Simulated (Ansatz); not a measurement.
Computed with Ansatz on PBE0-D4/def2-TZVP structures; ΔE is electronic, products minus reactants. CCSD(T)/CBS adds triple-zeta CCSD(T) − MP2 to the extrapolated MP2 energy (def2 sets, frozen cores). DFT in def2-TZVPP. B3LYP here is the variant with VWN-RPA as its local correlation; programs differ in this. Each species was taken in one conformer, which may not be the lowest.

Consider the cleavage of the B–B bond: `CBB(C)[SiH3]` + CH₃NH₂ → `CBNC` + `CB[SiH3]`.

`CBB(C)[SiH3]`:

Cartesian coordinates in Å:
```
C 2.282 0.456 -0.210
B 1.068 0.008 0.673
B -0.516 0.117 0.322
C -1.596 1.218 0.562
Si -1.084 -1.567 -0.685
H 3.002 -0.356 -0.350
H 2.824 1.220 0.365
H 2.036 0.885 -1.183
H 1.336 -0.589 1.691
H -1.524 1.858 -0.334
H -2.631 0.869 0.598
H -1.398 1.870 1.415
H -2.132 -2.283 0.098
H -1.681 -1.170 -1.995
H 0.013 -2.535 -0.967
```

CH₃NH₂:

Z-matrix (Å, degrees):
```
C
N 1 1.453
H 1 1.092 2 109.4
H 1 1.100 2 115.4 3 -121.6
H 1 1.092 2 109.4 3 116.8
H 2 1.012 1 110.6 3 62.6
H 2 1.012 1 110.6 3 -179.3
```

`CBNC`:

Cartesian coordinates in Å:
```
C 1.705 -0.968 0.383
B 0.624 0.165 0.276
N -0.637 -0.071 -0.257
C -1.710 0.881 -0.408
H 1.376 -1.939 0.003
H 2.016 -1.103 1.425
H 2.613 -0.684 -0.159
H 0.854 1.284 0.656
H -0.862 -0.999 -0.584
H -1.380 1.849 -0.031
H -1.999 1.003 -1.457
H -2.600 0.581 0.154
```

`CB[SiH3]`:

Z-matrix (Å, degrees):
```
C
B 1 1.550
H 1 1.092 2 114.9
H 1 1.106 2 102.7 3 113.8
H 1 1.091 2 116.1 3 -131.0
Si 2 2.018 1 124.4 3 151.8
H 2 1.201 1 118.6 3 -30.5
H 6 1.494 2 107.9 1 -112.4
H 6 1.491 2 111.7 1 130.1
H 6 1.491 2 114.0 1 7.1
```

```
             level  ΔE (kJ/mol)
            PBE-D4       -138.9
          B3LYP-D4       -149.5
            B2PLYP       -156.3
               PBE       -141.6
              PBE0       -145.9
CCSD(T)/def2-TZVPP       -154.5
     HF/def2-QZVPP       -162.4
    CCSD/CBS(def2)       -152.5
```

(1) What does CCSD(T)/CBS give? (An estimate is asked.)

Largest T1 diagnostic among the species: 0.013.

Answers

(1) Ansatz gave: -151.8 kJ/mol. The listed levels differ from it by 12.9, 2.3, -4.5, 10.2, 5.9, -2.7, -10.6, -0.7 kJ/mol.

The D4 term adds +4.1 kJ/mol with B3LYP and +2.6 kJ/mol with PBE0; it sums over pairs of atoms, weighted by their polarisabilities, and B3LYP, whose exchange is more repulsive, gets the larger term. In def2-TZVPP, CCSD(T) changes the Hartree–Fock value by +8.1 kJ/mol (the triples alone add +0.7 kJ/mol) and MP2 by +4.1 kJ/mol. From PBE to PBE0 (25 % exact exchange), in def2-TZVPP and without D4, ΔE moves by −4.3 kJ/mol.
